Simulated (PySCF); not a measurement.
H$_{6}$BN, charge +1, doublet, geometry from GFN2-xTB (a state made from the parent by changing its charge; the spin is typed, not shown lowest); CASSCF(7,6)/def2-SVP (PySCF).

Here is a job for PySCF.
```python
from pyscf import gto, scf, mcscf
import numpy

mol = gto.M(
    atom='''
B    -0.85051203    0.06525178   -0.06216762
N     0.70357850   -0.08009044    0.02427321
H    -1.30954677   -0.64628740   -0.87230335
H    -1.20459559    1.22132277   -0.09425435
H    -1.37603601    0.05512166    1.02715637
H     0.95331946   -1.04940407    0.24390669
H     1.13826137    0.52765231    0.72274386
H     1.12610821    0.12596886   -0.88632359
''',
    basis='def2-svp',
    charge=1,
    spin=1,
    verbose=4,
)

mf = scf.ROHF(mol)
mf.kernel()
mc = mcscf.CASSCF(mf, 6, 7)
mc.fix_spin_(ss=0.75)
mc.kernel()
occ = numpy.linalg.eigvalsh(mc.fcisolver.make_rdm1(mc.ci, mc.ncas, mc.nelecas))[::-1]
ss = mc.fcisolver.spin_square(mc.ci, mc.ncas, mc.nelecas)[0]
print('natural occupations', occ.round(4), ' <S^2>', round(ss, 4))
```

Problem. What does PySCF print? Leave out banner, timings and long lists.

Solution. 
```
PySCF version 2.14.0

[INPUT] verbose = 4
[INPUT] num. atoms = 8
[INPUT] num. electrons = 17
[INPUT] charge = 1
[INPUT] spin (= nelec alpha-beta = 2S) = 1
[INPUT] symmetry False subgroup None
[INPUT] Mole.unit = angstrom
[INPUT] Symbol           X                Y                Z      unit          X                Y                Z       unit  Magmom
[...]
nuclear repulsion = 41.3728110634416
number of shells = 30
number of NR pGTOs = 90
number of NR cGTOs = 58
basis = def2-svp
ecp = {}

******** <class 'pyscf.scf.rohf.ROHF'> ********
method = ROHF
initial guess = minao
damping factor = 0
level_shift factor = 0
DIIS = <class 'pyscf.scf.diis.CDIIS'>
diis_start_cycle = 1
diis_space = 8
diis_damp = 0
SCF conv_tol = 1e-09
SCF conv_tol_grad = None
SCF max_cycles = 50
direct_scf = True
direct_scf_tol = 1e-13
num. doubly occ = 8  num. singly occ = 1
Set gradient conv threshold to 3.16228e-05
init E= -82.6221117514953
[...]
cycle= 1 E= -82.1673743753923  delta_E= 0.455  |g|= 0.374  |ddm|= 1.58
[...]
cycle= 2 E= -82.2233891603699  delta_E= -0.056  |g|= 0.161  |ddm|= 0.385
[...]
cycle= 3 E= -82.2289589869126  delta_E= -0.00557  |g|= 0.0397  |ddm|= 0.0949
[...]
cycle= 4 E= -82.2294584422138  delta_E= -0.000499  |g|= 0.00494  |ddm|= 0.0321
[...]
cycle= 5 E= -82.2294702394568  delta_E= -1.18e-05  |g|= 0.00113  |ddm|= 0.00539
[...]
cycle= 6 E= -82.229470832438  delta_E= -5.93e-07  |g|= 0.000268  |ddm|= 0.00129
[...]
cycle= 7 E= -82.2294708698287  delta_E= -3.74e-08  |g|= 4.73e-05  |ddm|= 0.000372
[...]
cycle= 8 E= -82.2294708712339  delta_E= -1.41e-09  |g|= 8.31e-06  |ddm|= 8.52e-05
[...]
cycle= 9 E= -82.2294708712753  delta_E= -4.14e-11  |g|= 1.59e-06  |ddm|= 1.16e-05
[...]
Extra cycle  E= -82.2294708712764  delta_E= -1.11e-12  |g|= 5.88e-07  |ddm|= 2.06e-06
converged SCF energy = -82.2294708712764

******** <class 'pyscf.mcscf.mc1step.CASSCF'> ********
CAS (4e+3e, 6o), ncore = 5, nvir = 47
max_cycle_macro = 50
max_cycle_micro = 4
conv_tol = 1e-07
conv_tol_grad = None
orbital rotation max_stepsize = 0.02
orbital rotation threshold for CI restart = 0.01
augmented hessian ah_max_cycle = 30
augmented hessian ah_conv_tol = 1e-12
augmented hessian ah_linear dependence = 1e-14
augmented hessian ah_level shift = 1e-08
augmented hessian ah_start_tol = 2.5
augmented hessian ah_start_cycle = 3
augmented hessian ah_grad_trust_region = 3
kf_trust_region = 3
kf_interval = 4
ci_response_space = 4
ci_grad_trust_region = 3
with_dep4 0
natorb = False
canonicalization = True
sorting_mo_energy = False
ao2mo_level = 2
internal_rotation = False
******** <class 'pyscf.fci.addons.SpinPenaltyFCISolver'> ********
max. cycles = 50
conv_tol = 1e-08
davidson only = True
linear dependence = 1e-12
level shift = 0.001
max iter space = 12
nroots = 1
pspace_size = 400
spin = None
CASCI E = -82.2298710442502  S^2 = 0.7500000
Set conv_tol_grad to 0.000316228
macro iter   1 ( 17 JK    4 micro), CASSCF E = -82.2308330294976  dE = -9.61985247e-04  S^2 = 0.7500000
               |grad[o]|=0.00126  |grad[c]|=0.0138  |ddm|=0.017  |maxRot[o]|=0.151
macro iter   2 ( 21 JK    4 micro), CASSCF E = -82.2340465151431  dE = -3.21348565e-03  S^2 = 0.7500000
               |grad[o]|=0.00363  |grad[c]|=0.0158  |ddm|=0.0666  |maxRot[o]|=0.293
macro iter   3 ( 21 JK    4 micro), CASSCF E = -82.2408323214678  dE = -6.78580632e-03  S^2 = 0.7500000
               |grad[o]|=0.0122  |grad[c]|=0.0219  |ddm|=0.0471  |maxRot[o]|=0.287
macro iter   4 ( 21 JK    4 micro), CASSCF E = -82.2484571664254  dE = -7.62484496e-03  S^2 = 0.7500000
               |grad[o]|=0.0181  |grad[c]|=0.0273  |ddm|=0.0235  |maxRot[o]|=0.167
macro iter   5 ( 21 JK    4 micro), CASSCF E = -82.2570634726761  dE = -8.60630625e-03  S^2 = 0.7500000
               |grad[o]|=0.0215  |grad[c]|=0.0298  |ddm|=0.0184  |maxRot[o]|=0.147
macro iter   6 ( 21 JK    4 micro), CASSCF E = -82.2641086717601  dE = -7.04519908e-03  S^2 = 0.7500000
               |grad[o]|=0.0216  |grad[c]|=0.0245  |ddm|=0.0122  |maxRot[o]|=0.159
[...]
               |grad[o]|=0.000198  |grad[c]|=0.00539  |ddm|=0.00075  |maxRot[o]|=0.0695
macro iter  33 (  7 JK    2 micro), CASSCF E = -82.2708162473654  dE = -8.62216775e-06  S^2 = 0.7500000
               |grad[o]|=0.0004  |grad[c]|=0.00618  |ddm|=0.000698  |maxRot[o]|=0.0697
macro iter  34 (  7 JK    2 micro), CASSCF E = -82.2708289744683  dE = -1.27271029e-05  S^2 = 0.7500000
               |grad[o]|=0.000432  |grad[c]|=0.00694  |ddm|=0.0007  |maxRot[o]|=0.0698
macro iter  35 (  7 JK    2 micro), CASSCF E = -82.2708461802815  dE = -1.72058132e-05  S^2 = 0.7500000
               |grad[o]|=0.000504  |grad[c]|=0.00756  |ddm|=0.000637  |maxRot[o]|=0.0698
macro iter  36 (  7 JK    2 micro), CASSCF E = -82.2708677123165  dE = -2.15320350e-05  S^2 = 0.7500000
               |grad[o]|=0.000592  |grad[c]|=0.00795  |ddm|=0.000528  |maxRot[o]|=0.0699
macro iter  37 (  7 JK    2 micro), CASSCF E = -82.2708929345826  dE = -2.52222662e-05  S^2 = 0.7500000
               |grad[o]|=0.000688  |grad[c]|=0.00802  |ddm|=0.000395  |maxRot[o]|=0.0699
macro iter  38 (  7 JK    2 micro), CASSCF E = -82.2709207821022  dE = -2.78475196e-05  S^2 = 0.7500000
               |grad[o]|=0.000778  |grad[c]|=0.00777  |ddm|=0.000282  |maxRot[o]|=0.0699
macro iter  39 (  7 JK    2 micro), CASSCF E = -82.2709498388522  dE = -2.90567500e-05  S^2 = 0.7500000
               |grad[o]|=0.000854  |grad[c]|=0.00723  |ddm|=0.000267  |maxRot[o]|=0.0699
macro iter  40 (  7 JK    2 micro), CASSCF E = -82.2709784700658  dE = -2.86312136e-05  S^2 = 0.7500000
               |grad[o]|=0.000903  |grad[c]|=0.00649  |ddm|=0.000362  |maxRot[o]|=0.0699
macro iter  41 (  7 JK    2 micro), CASSCF E = -82.2710049121714  dE = -2.64421056e-05  S^2 = 0.7500000
               |grad[o]|=0.000915  |grad[c]|=0.00565  |ddm|=0.000487  |maxRot[o]|=0.0699
macro iter  42 (  7 JK    2 micro), CASSCF E = -82.2710274365855  dE = -2.25244141e-05  S^2 = 0.7500000
               |grad[o]|=0.000889  |grad[c]|=0.00484  |ddm|=0.000603  |maxRot[o]|=0.0699
macro iter  43 (  7 JK    2 micro), CASSCF E = -82.2710444744749  dE = -1.70378894e-05  S^2 = 0.7500000
               |grad[o]|=0.000822  |grad[c]|=0.00418  |ddm|=0.000687  |maxRot[o]|=0.0699
macro iter  44 (  7 JK    2 micro), CASSCF E = -82.2710547090177  dE = -1.02345428e-05  S^2 = 0.7500000
               |grad[o]|=0.000701  |grad[c]|=0.00376  |ddm|=0.000733  |maxRot[o]|=0.0699
macro iter  45 (  5 JK    2 micro), CASSCF E = -82.2710567736409  dE = -2.06462322e-06  S^2 = 0.7500000
               |grad[o]|=0.000513  |grad[c]|=0.000721  |ddm|=0.000145  |maxRot[o]|= 0.03
macro iter  46 (  9 JK    3 micro), CASSCF E = -82.2710511680267  dE =  5.60561423e-06  S^2 = 0.7500000
               |grad[o]|=0.000371  |grad[c]|=0.00278  |ddm|=0.000303  |maxRot[o]|=0.0437
macro iter  47 ( 21 JK    4 micro), CASSCF E = -82.2710500945805  dE =  1.07344617e-06  S^2 = 0.7500000
               |grad[o]|=0.000794  |grad[c]|=0.00521  |ddm|=0.000219  |maxRot[o]|=0.0957
macro iter  48 ( 25 JK    4 micro), CASSCF E = -82.2710550495604  dE = -4.95497994e-06  S^2 = 0.7500000
               |grad[o]|=0.00048  |grad[c]|=0.000783  |ddm|=9.37e-05  |maxRot[o]|=0.0318
macro iter  49 ( 12 JK    3 micro), CASSCF E = -82.2710565915524  dE = -1.54199195e-06  S^2 = 0.7500000
               |grad[o]|=0.000362  |grad[c]|=0.00176  |ddm|=0.000262  |maxRot[o]|=0.0388
macro iter  50 ( 12 JK    3 micro), CASSCF E = -82.2710562586823  dE =  3.32870130e-07  S^2 = 0.7500000
               |grad[o]|=0.000268  |grad[c]|=0.00289  |ddm|=0.000662  |maxRot[o]|=0.0606
1-step CASSCF not converged,  50 macro (594 JK 139 micro) steps
CASSCF canonicalization
Density matrix diagonal elements [1.98877653 1.99182839 1.98202108 0.99996628 0.01838101 0.01902671]
CASSCF energy = -82.2710562586823
CASCI E = -82.2710562586823  E(CI) = -17.6482712884914  S^2 = 0.7500000
natural occupations [1.9997 1.9827 1.9803 0.9999 0.019  0.0183]  <S^2> 0.75
```

Convergence was not reached.
